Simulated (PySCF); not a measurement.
PySCF input file for CaO, SMILES [O]=[Ca], C-PCM-PBE0/def2-TZVPD. Coordinates come from a PBE0-D3(BJ)/def2-TZVPD optimisation.

```python
import numpy as np
from pyscf import gto, scf, dft
from pyscf.solvent import pcm

mol = gto.M(
    atom='''
    Ca    0.00000000    0.00000000   -0.51628962
    O     0.00000000    0.00000000    1.29072405
    ''',
    basis='def2-TZVPD',
    charge=0,
    spin=0,
    max_memory=1600,
    verbose=3,
)
mf = dft.RKS(mol, xc='pbe0').density_fit(auxbasis='def2-universal-jkfit')
mf.grids.level = 3
mf.conv_tol = 1e-9
mf.max_cycle = 100
mf.kernel()
res = {}
for name, eps in {'water': 78.355, 'acetone': 20.493, '2-propanol': 19.264}.items():
    s = mf.PCM()
    s.with_solvent.method, s.with_solvent.eps, s.with_solvent.lebedev_order = 'C-PCM', eps, 29
    s.kernel(mf.make_rdm1())
    res[name] = (s.e_tot, eps, s.dip_moment(), s.mo_energy, s.converged)
    print(f'{name}: electrostatic solvation free energy {(s.e_tot - mf.e_tot) * 627.509474:.3f} kcal/mol')
```

Output:

```
converged SCF energy = -752.549099529114

WARN: PCM is an experimental feature. It is still in testing.
Features and APIs may be changed in the future.

converged SCF energy = -752.606322018825
Dipole moment(X, Y, Z, Debye): -0.00000, -0.00000, -12.57486
water: electrostatic solvation free energy -35.908 kcal/mol

WARN: PCM is an experimental feature. It is still in testing.
Features and APIs may be changed in the future.

converged SCF energy = -752.603617247204
Dipole moment(X, Y, Z, Debye):  0.00000,  0.00000, -12.44420
acetone: electrostatic solvation free energy -34.210 kcal/mol

WARN: PCM is an experimental feature. It is still in testing.
Features and APIs may be changed in the future.

converged SCF energy = -752.603386075117
Dipole moment(X, Y, Z, Debye):  0.00000,  0.00000, -12.43295
2-propanol: electrostatic solvation free energy -34.065 kcal/mol
```

The run converged.

Cost: roughly 11 core-seconds.
